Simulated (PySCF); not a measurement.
Si(H)(Et)(OH)2 (C2H8O2Si), SMILES CC[SiH](O)O. Atoms are numbered in the order given.

```xyz
13

Si     0.5008     0.1954     0.2789
O      0.4687     1.2902    -0.9780
O      1.8332    -0.7995     0.2288
C     -0.9820    -0.9055     0.0824
C     -2.3109    -0.1562     0.0490
H      0.5108     0.9732     1.5621
H      0.9022     2.1360    -0.8420
H      2.6903    -0.4081     0.4151
H     -0.8287    -1.4754    -0.8509
H     -0.9630    -1.6525     0.8944
H     -3.1623    -0.8384    -0.0996
H     -2.3259     0.5824    -0.7670
H     -2.4917     0.3914     0.9882
```

The structure is a stationary point at PBE0-D3(BJ)/def2-SVP. Other conformers were not sampled.

The numbers are results of PBE/def2-TZVP in PySCF, not measurements.

ESP charges are fitted to the potential on shells at 1.4 to 2.0 van der Waals radii. Atomic charges (e):

```
atom  meta-Löwdin  Löwdin  Mulliken  ESP fit
----  -----------  ------  --------  -------
Si1          1.13   -0.01      0.48     0.67
O2          -0.74   -0.10     -0.48    -0.64
O3          -0.73   -0.10     -0.48    -0.71
C4          -0.47   -0.39     -0.27     0.04
C5          -0.34   -0.34     -0.37    -0.44
H6          -0.15   -0.05     -0.09    -0.18
H7           0.35    0.17      0.31     0.40
H8           0.35    0.17      0.30     0.43
H9           0.13    0.15      0.12     0.07
H10          0.13    0.15      0.11     0.02
H11          0.12    0.12      0.12     0.11
H12          0.12    0.13      0.13     0.12
H13          0.11    0.12      0.11     0.11
```

Problem. Give the Mayer and Wiberg (Löwdin basis) orders of the bonds. (The exact figures need the calculation; the answer reports its results.)

Solution. 
| bond | Mayer | Wiberg |
|---|---|---|
| Si1–O2 | 1.21 | 1.67 |
| Si1–O3 | 1.24 | 1.68 |
| Si1–C4 | 1.01 | 1.12 |
| C4–C5 | 0.99 | 1.33 |
| Si1–H6 | 0.90 | 0.89 |
| O2–H7 | 0.89 | 1.03 |
| O3–H8 | 0.89 | 1.03 |
| C4–H9 | 0.93 | 0.83 |
| C4–H10 | 0.93 | 0.84 |
| C5–H11 | 0.96 | 0.91 |
| C5–H12 | 0.97 | 0.90 |
| C5–H13 | 0.97 | 0.90 |
